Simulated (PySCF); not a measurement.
PySCF input file for CH3Te, SMILES C[Te] (connectivity only; charge and spin as stated), charge +1, multiplicity 1, C-PCM-PBE0/def2-SVP. Geometry optimised at B3LYP-D3(BJ)/def2-TZVP. The spin state was assumed, not searched. The isomer is the one that the SMILES or the coordinates give; other isomers of the formula were not compared. The def2 effective core potentials stand for the cores of Te; spin–orbit coupling is left out.

```python
import numpy as np
from pyscf import gto, scf, dft
from pyscf.solvent import pcm

mol = gto.M(
    atom='''
    C    -1.76339706    0.02413290    0.00000000
    Te    0.32463022    0.00142219    0.00000000
    H    -2.17601877    0.42798680   -0.92114898
    H    -2.17601877    0.42798676    0.92114900
    H    -1.94835171   -1.07472492   -0.00000002
    ''',
    basis='def2-SVP',
    ecp={'Te': 'def2-svp'},
    charge=1,
    spin=0,
    max_memory=1600,
    verbose=3,
)
mf = dft.RKS(mol, xc='pbe0').density_fit(auxbasis='def2-universal-jkfit')
mf.grids.level = 3
mf.conv_tol = 1e-9
mf.max_cycle = 100
mf.kernel()
res = {}
for name, eps in {'water': 78.355, 'methanol': 32.613, 'cyclohexanone': 15.619}.items():
    s = mf.PCM()
    s.with_solvent.method, s.with_solvent.eps, s.with_solvent.lebedev_order = 'C-PCM', eps, 29
    s.kernel(mf.make_rdm1())
    res[name] = (s.e_tot, eps, s.dip_moment(), s.mo_energy, s.converged)
    print(f'{name}: electrostatic solvation free energy {(s.e_tot - mf.e_tot) * 627.509474:.3f} kcal/mol')
```

It prints:

```
converged SCF energy = -307.478021359991

WARN: PCM is an experimental feature. It is still in testing.
Features and APIs may be changed in the future.

converged SCF energy = -307.580626461396

WARN: System has nonzero charge 1; the dipole moment is origin-dependent.
Location of origin: [0. 0. 0.]

Dipole moment(X, Y, Z, Debye): -1.68049, -0.25425,  0.00000
water: electrostatic solvation free energy -64.386 kcal/mol

WARN: PCM is an experimental feature. It is still in testing.
Features and APIs may be changed in the future.

converged SCF energy = -307.578759225149

WARN: System has nonzero charge 1; the dipole moment is origin-dependent.
Location of origin: [0. 0. 0.]

Dipole moment(X, Y, Z, Debye): -1.68228, -0.25236,  0.00000
methanol: electrostatic solvation free energy -63.214 kcal/mol

WARN: PCM is an experimental feature. It is still in testing.
Features and APIs may be changed in the future.

converged SCF energy = -307.575279843515

WARN: System has nonzero charge 1; the dipole moment is origin-dependent.
Location of origin: [0. 0. 0.]

Dipole moment(X, Y, Z, Debye): -1.68551, -0.24886,  0.00000
cyclohexanone: electrostatic solvation free energy -61.031 kcal/mol
```

The run converged.
